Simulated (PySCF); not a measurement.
Atom-mapped SMILES (the numbers label the heavy atoms): `[CH3:1][C:2]#[C:3][BH2-:4][N+:5]#[C:6][CH2:7][CH2:8][CH3:9]`. Each H is labelled by its parent atom.

Method: geometry: PBE0-D3(BJ)/def2-SVP, GIAO CAM-B3LYP/pcSseg-1 shieldings, in PySCF (rapidly exchanging positions averaged, a single conformation, non-relativistic, gas phase).

Shifts are taken against calculated references (same method and geometry level): TMS for 13C and 1H; BF3·OEt2 for 11B; 15N against NH3.

| atoms | nucleus | count | δ (ppm) |
| --- | --- | --- | --- |
| C2 | 13C | 1 | 97.5 |
| C9 | 13C | 1 | 15.4 |
| C6 | 13C | 1 | 120.1 |
| C1 | 13C | 1 | ? |
| H(C9) | 1H | 3 | 1.12 |
| B4 | 11B | 1 | ? |
| H(C7) | 1H | 2 | 2.13 |
| H(C1) | 1H | 3 | 1.72 |
| H(B4) | 1H | 2 | 2.53 |
| H(C8) | 1H | 2 | ? |
| C7 | 13C | 1 | ? |
| C3 | 13C | 1 | 94.5 |
| C8 | 13C | 1 | 22.1 |
| N5 | 15N | 1 | 239.8 |

Task: Estimate the values marked ?.

Result: 
- C7: 19.3 ppm, sp3 CH2 α to a nitrile; saturated and bonded to C and H only
- C1: 4.6 ppm, propargylic methyl carbon; aliphatic region, no heteroatom directly attached
- H(C8): 1.72 ppm, hydrogen on an sp3 CH2
- B4: -32.2 ppm, boron bonded to C, N, 2 H

Hydrogens on boron are broadened and split by 11B (spin 3/2, 80 %) and 10B (spin 3). A carbon bonded to boron is broadened by the quadrupolar boron nucleus and is often missing from a measured spectrum. Shifts are as computed, not scaled to solution data. Of 1309 compounds with measured shifts, 239 miss one by over three times the rms of a fit or turn the order of signals round; such compounds aren't used in these exercises. Experimental scales use liquid or dissolved standards, which lie at an offset from isolated NH3 (liquid NH3: subtract about 20 ppm). Unscaled 15N shifts of sp2 nitrogen come out 20 to 40 ppm too high even then.
